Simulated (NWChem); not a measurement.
CdHOBr; SMILES [OH][Cd][Br]

```xyz
4

Cd    -0.4751     0.5221     0.0001
Br     0.3928    -1.7175    -0.0001
O     -1.2864     2.3121     0.0010
H     -0.6144     3.0037    -0.0075
```
Atoms are numbered in this order, from 1.

Results from NWChem. All runs use the structure optimised with PBE0/def2-SVP. Not confirmed as a minimum by frequencies. def2 effective core potentials on Cd; no spin-orbit coupling. Ions are spin-unrestricted doublets at the neutral geometry; other ion states weren't tried.

For level CAM-B3LYP/def2-SVP:

| Property | Value |
|---|---|
| vertical ionisation energy, ΔSCF (eV) | 10.41 |
| −ε(HOMO) (eV) | 9.24 |

Task: Estimate the same quantities for level PBE/def2-SVP.

Result: 
| Quantity | Value |
|---|---|
| vertical ionisation energy, ΔSCF (eV) | 9.66 |
| −ε(HOMO) (eV) | 6.37 |
